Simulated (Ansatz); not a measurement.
Program: Ansatz. Geometries: PBE0-D4/def2-TZVP. ΔE: electronic, gas phase. CBS: MP2 limit from def2 TZ/QZ plus the TZ coupled-cluster correction, frozen cores. This one scheme is used for every species. Functionals use def2-TZVPP. B3LYP here is the variant with VWN-RPA as its local correlation; programs differ in this. For Se outer-core shells are correlated without core-valence functions, which leaves a few kJ/mol of doubt a bond. Scalar relativity is left out up to krypton. Each species was taken in one conformer, which may not be the lowest.

`C[SiH2]B(O)O` + `C[SeH]` → `C[Se]B(O)O` + `C[SiH3]`  (cleavage of the B–Si bond)

Q: Is it downhill or uphill in electronic energy at CCSD(T)/CBS, and by how much? (Estimate.)

A: Ansatz gave: Downhill: ΔE = -88.2 kJ/mol.

Q: What do these levels give: r2SCAN-D4, ωB97M-V, B2PLYP, PBE, r2SCAN, B3LYP, HF/def2-TZVPP, SCS-MP2/def2-TZVPP, MP2/def2-QZVPP, SCS-MP2/def2-QZVPP, HF/CBS(def2), MP2/CBS(def2)? (An estimate is asked.)

A: Ansatz gave: r2SCAN-D4 -86.1, ωB97M-V -86.4, B2PLYP -87.6, PBE -75.6, r2SCAN -86.0, B3LYP -82.3, HF/def2-TZVPP -95.0, SCS-MP2/def2-TZVPP -93.6, MP2/def2-QZVPP -97.0, SCS-MP2/def2-QZVPP -93.5, HF/CBS(def2) -94.0, MP2/CBS(def2) -97.5 kJ/mol.

Largest T1 diagnostic among the species: 0.013.

From PBE to PBE0 (25 % exact exchange), in def2-TZVPP and without D4, ΔE moves by −5.5 kJ/mol.
